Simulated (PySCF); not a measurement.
## Atomic charges by several schemes

Species: C7H12Si.
Geometry (GFN2-xTB, Å), atoms numbered from 1 in this order:
```
atom  x, y, z in Å
C1    -3.879   -0.464    0.194
C2    -2.377   -0.563    0.427
C3    -1.618    0.555   -0.297
C4    -0.152    0.468   -0.039
C5     0.768    0.267   -0.982
C6     2.146    0.187   -0.706
C7     3.332    0.123   -0.473
Si8    5.132    0.029   -0.096
H9    -4.261    0.487    0.561
H10   -4.107   -0.537   -0.867
H11   -4.399   -1.266    0.713
H12   -2.013   -1.529    0.071
H13   -2.169   -0.503    1.498
H14   -1.989    1.520    0.064
H15   -1.816    0.495   -1.369
H16    0.154    0.564    0.994
H17    0.485    0.163   -2.023
H18    5.822    1.092   -0.834
H19    5.629   -1.285   -0.513
H20    5.308    0.210    1.348
```

Density: PBE0/pcSseg-1 (PySCF); schemes: Mulliken, IAO, Hirshfeld and ESP-fitted. One conformer (not necessarily the lowest) at the GFN2-xTB geometry, without solvent, vibrations or thermal averaging.

Q: For which atoms does the sign change between the 4 schemes (beyond +0.03 e in one, beyond −0.03 e in another)?

A: C2, C6 and H13.

Q: Which atoms carry the lowest charge in the Mulliken, IAO, Hirshfeld and ESP-fitted schemes?

A: The schemes don't all agree: Mulliken C7 (-0.451); IAO C1 (-0.417); Hirshfeld C7 (-0.174); ESP-fitted C1 (-0.387).

Q: What partial charge does each atom carry?

A: In e:

| atom | environment | Mulliken | IAO | Hirshfeld | ESP-fitted |
| --- | --- | --- | --- | --- | --- |
| C1 | methyl carbon | -0.261 | -0.417 | -0.116 | -0.387 |
| C2 | chain CH2 carbon | -0.290 | -0.243 | -0.062 | +0.261 |
| C3 | allylic carbon | -0.185 | -0.258 | -0.064 | -0.065 |
| C4 | alkene CH carbon | -0.128 | -0.098 | -0.013 | -0.229 |
| C5 | alkene CH carbon | -0.225 | -0.185 | -0.048 | -0.140 |
| C6 | alkyne carbon | +0.222 | -0.001 | -0.035 | -0.023 |
| C7 | alkyne carbon | -0.451 | -0.368 | -0.174 | -0.273 |
| Si8 | SiH3 silicon | +0.509 | +0.636 | +0.331 | +0.431 |
| H9 | methyl hydrogen | +0.108 | +0.136 | +0.040 | +0.085 |
| H10 | methyl hydrogen | +0.109 | +0.137 | +0.040 | +0.089 |
| H11 | methyl hydrogen | +0.119 | +0.144 | +0.043 | +0.094 |
| H12 | methylene hydrogen | +0.125 | +0.136 | +0.037 | -0.024 |
| H13 | methylene hydrogen | +0.121 | +0.131 | +0.038 | -0.034 |
| H14 | methylene hydrogen | +0.134 | +0.143 | +0.045 | +0.064 |
| H15 | methylene hydrogen | +0.117 | +0.134 | +0.043 | +0.044 |
| H16 | vinylic hydrogen | +0.113 | +0.151 | +0.051 | +0.178 |
| H17 | vinylic hydrogen | +0.127 | +0.163 | +0.057 | +0.181 |
| H18 | Si–H hydrogen | -0.087 | -0.114 | -0.070 | -0.083 |
| H19 | Si–H hydrogen | -0.087 | -0.114 | -0.070 | -0.085 |
| H20 | Si–H hydrogen | -0.089 | -0.114 | -0.070 | -0.083 |

Mean size of the charges over all atoms: IAO 0.191 e, Mulliken 0.180 e, ESP-fitted 0.143 e, Hirshfeld 0.072 e. Each set sums to the total charge, 0, to within 0.001 e. The ESP scheme fits charges at the nuclei, held to the total charge, to the electrostatic potential on points at 1.4 to 2.0 times the van der Waals radii. The IAO scheme counts the electrons in orthogonalised intrinsic atomic orbitals, a minimal basis polarised so that it spans the occupied orbitals exactly.

Q: How many electrons does the Hirshfeld scheme count on C3?

A: Z − q = 6 − (-0.064) = 6.064.

Q: How closely do the schemes follow one another over all atoms?

A: Correlation coefficient and root-mean-square difference: IAO with Hirshfeld 0.95, 0.144 e; Mulliken with IAO 0.95, 0.076 e; Mulliken with Hirshfeld 0.89, 0.134 e; Hirshfeld with ESP-fitted 0.78, 0.123 e; IAO with ESP-fitted 0.77, 0.149 e; Mulliken with ESP-fitted 0.68, 0.161 e.

The run behind these numbers computed NMR shieldings as well. The run took 41 s (with the writing of density and orbital grids) on one thread of an Arm Neoverse V1, shared host with 32 logical CPUs at a one-minute load of 16, and the process peaked at 0.90 GiB of memory.
